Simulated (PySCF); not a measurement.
Species: C4H9FSi.
SMILES with atom numbers: `[CH3:1][C@@H:2]1[SiH2:3][CH2:4][C@H:5]1[F:6]`

Structure used (GFN2-xTB), in Å, numbered top down from 1:
```xyz
15
C4H9FSi angstrom
C     -1.879    0.176   -0.380
C     -0.567    0.168    0.387
Si     0.902    1.289   -0.138
C      1.700   -0.431    0.106
C      0.310   -1.077    0.176
F      0.197   -1.998    1.198
H     -2.416    1.106   -0.205
H     -1.698    0.083   -1.450
H     -2.514   -0.652   -0.067
H     -0.781    0.256    1.455
H      1.294    2.364    0.767
H      0.845    1.728   -1.532
H      2.346   -0.850   -0.661
H      2.206   -0.541    1.063
H      0.049   -1.614   -0.741
```

Probes without a nucleus sit at each ring's centroid and 1 Å off its mean plane on both sides; NICS is minus the shielding there, NICSzz its component along the normal. Level: GIAO PBE0/pcSseg-1 (PySCF, non-relativistic, gas phase) on the GFN2-xTB geometry, one conformer.

Ring bond lengths (Å), with Mayer bond orders in brackets: C2–Si3 1.921 (0.90), Si3–C4 1.911 (0.93), C4–C5 1.534 (1.00), C5–C2 1.537 (0.95).

Q: What do the NICS probes read (ppm)?

A: 
| ring | type | NICS(0) | NICS(1), two faces | NICS(1)zz, two faces | rms pucker (Å) | centre to ring atoms, mean (Å) |
| --- | --- | --- | --- | --- | --- | --- |
| C2–Si3–C4–C5 | 4-membered ring with Si; formal bonds all single | -2.2 | -3.0 / -1.3 | 1.3 / 4.9 | 0.10 | 1.21 |

Q: What do they say, and how far can they be read as aromaticity?

A: 
- C2–Si3–C4–C5: mean NICS(1)zz 3.1 ppm, deshielded. C2, Si3, C4, C5 have four or more neighbours, so the value isn't read as a sign of a π ring current. The two faces differ by 3.6 ppm, so no symmetry operation interchanges them.

Q: How shielded are the nuclei of the rings and their hydrogens (means over atoms taken as equivalent)?

A: 
```json
{"atoms": "C2", "environment": "sp3 carbon bound to silicon", "σ isotropic (ppm)": "151.9", "principal values of the symmetric part, first atom (ppm)": "131.4, 144.6, 179.6"}
{"atoms": "Si3", "environment": "SiH2 silicon", "σ isotropic (ppm)": "407.3", "principal values of the symmetric part, first atom (ppm)": "349.8, 418.0, 454.0"}
{"atoms": "C4", "environment": "sp3 carbon bound to silicon", "σ isotropic (ppm)": "169.0", "principal values of the symmetric part, first atom (ppm)": "148.0, 159.0, 199.9"}
{"atoms": "C5", "environment": "sp3 C–F carbon", "σ isotropic (ppm)": "89.2", "principal values of the symmetric part, first atom (ppm)": "58.9, 77.2, 131.3"}
{"atoms": "H10", "environment": "methine hydrogen", "σ isotropic (ppm)": "29.49", "principal values of the symmetric part, first atom (ppm)": "26.5, 29.5, 32.4"}
{"atoms": "H11", "environment": "Si–H hydrogen", "σ isotropic (ppm)": "27.23", "principal values of the symmetric part, first atom (ppm)": "24.0, 24.8, 32.8"}
{"atoms": "H12", "environment": "Si–H hydrogen", "σ isotropic (ppm)": "27.74", "principal values of the symmetric part, first atom (ppm)": "25.0, 25.9, 32.3"}
{"atoms": "H13", "environment": "methylene hydrogen", "σ isotropic (ppm)": "29.84", "principal values of the symmetric part, first atom (ppm)": "26.2, 26.7, 36.6"}
{"atoms": "H14", "environment": "methylene hydrogen", "σ isotropic (ppm)": "29.97", "principal values of the symmetric part, first atom (ppm)": "27.0, 27.8, 35.2"}
{"atoms": "H15", "environment": "methine hydrogen", "σ isotropic (ppm)": "26.92", "principal values of the symmetric part, first atom (ppm)": "25.0, 27.4, 28.3"}
```

Time: 22 s wall (with the writing of density and orbital grids); peak memory 0.73 GiB. Hardware: an Arm Neoverse V1 with one thread, no GPU, shared host with 32 logical CPUs at a one-minute load of 10. This is the whole shielding run at PBE0/pcSseg-1, SCF included.
